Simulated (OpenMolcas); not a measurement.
neutral carbon: effect of the IPEA shift

```json
{"Program": "OpenMolcas 26.06", "Basis": "ANO-RCC-VTZP [4s3p2d1f]", "Scalar Hamiltonian": "DKH2, point nucleus", "Active space": "4 electrons in 4 orbitals (2s 2p)", "State averaging": "2S+1 = 3 even, 6 roots (3 in the spin-orbit step); 2S+1 = 1 even, 6 roots kept (CI in the orbitals of an earlier block); 2S+1 = 5 odd, 1 root; 2S+1 = 3 odd, 8 roots kept (CI in the orbitals of an earlier block)", "Spin-orbit coupling": "RASSI with atomic mean-field integrals over the reference wave functions, term energies averaged over their components"}
```

Methods on the same reference wave functions:
A. CASSCF
B. SS-CASPT2, IPEA 0 Eh, imaginary shift 0.1 Eh (closed shells correlated: 1s)
C. SS-CASPT2, IPEA 0.25 Eh, imaginary shift 0.1 Eh (closed shells correlated: 1s)

Energies in cm-1 above 2s2 2p2 3P0, the measured ground level; measured values from NIST Handbook of Basic Atomic Spectroscopic Data.

```csv
Level,A,B,C,Measured
2s2 2p2 3P0,0.0,0.0,0.0,0.0
2s2 2p2 3P1,15.1,15.1,15.1,16.4
2s2 2p2 3P2,45.0,45.0,45.0,43.4
2s2 2p2 1D2,12632,10630,10030,10193
2s2 2p2 1S0,21267,20970,20560,21648
2s 2p3 5S* 2,23374,31330,30620,33735
2s 2p3 3D* 2,69279,61400,62470,64091
2s 2p3 3D* 1,69279,61400,62470,64090
2s 2p3 3D* 3,69279,61400,62470,64087
2s 2p3 3P* 0,82528,75560,76020,75256
2s 2p3 3P* 1,82528,75560,76020,75254
2s 2p3 3P* 2,82528,75560,76020,75255
```

Deviations, from unrounded energies. A percentage is the sum of absolute deviations over the sum of measured energies, with the sign that they share, or ± where signs differ.

| Against measurement | Levels | A | B | C |
| --- | --- | --- | --- | --- |
| mean absolute deviation (cm-1) | 11 | 4600 | 1100 | 1000 |
| fine structure of the ground term (%) | 2 | ±4.9 | ±4.9 | ±4.9 |
| other terms of the ground configuration (%) | 2 | ±8.9 | ±3.5 | -3.9 |
| other configurations (%) | 7 | ±10.6 | ±2.5 | ±2.3 |

C lies closest to measurement on these levels and A furthest from it. The largest miss of C in the table is 2s 2p3 5S* 2, by -3100 cm-1. The ranking rests on the paired levels alone, and a cruder setting can come out closer through cancelling errors.

Between B and C the level of the table that moves most is 2s 2p3 3D* 3, by 1100 cm-1 (lowest in B, highest in C). Moves below CASPT2's spread within the term are not significant.

The mean deviations of B to C differ by less than CASPT2's widest spread within a term (320 cm-1), so their order carries little weight.

From A to B the spin-free energies of the other terms of 2s2 2p2 shown, above 3P, scale by factors of 0.84 to 0.99.

The lowest spin-free term lies below A's lowest term by 0.078 hartree in B, 0.071 hartree in C.

CASPT2 does not keep the components of a term degenerate, so their means are used; among the terms shown or strongly mixed into the levels shown the widest spread is 320 cm-1 (2s 2p3 3D*, C). Over all roots computed the reference weight is 0.91 to 0.98 in B, 0.93 to 0.99 in C; the roots of lowest weight are the least certain, and an intruder state may touch them. Terms from blocks run as CI alone lack orbitals of their own. Without dynamic correlation excited terms often stand tens of per cent too high (terms of higher spin than the ground term too low), and those without a measured partner can miss by more than the paired ones (holds for A). Measured partners are found by configuration, term and J. A level has none where our copy of the source lacks it or the pairing is in doubt (some pairs that miss far off the trend of their configuration count as doubtful), and it then counts in no deviation. Only configurations of the active space appear.

* marks odd parity.
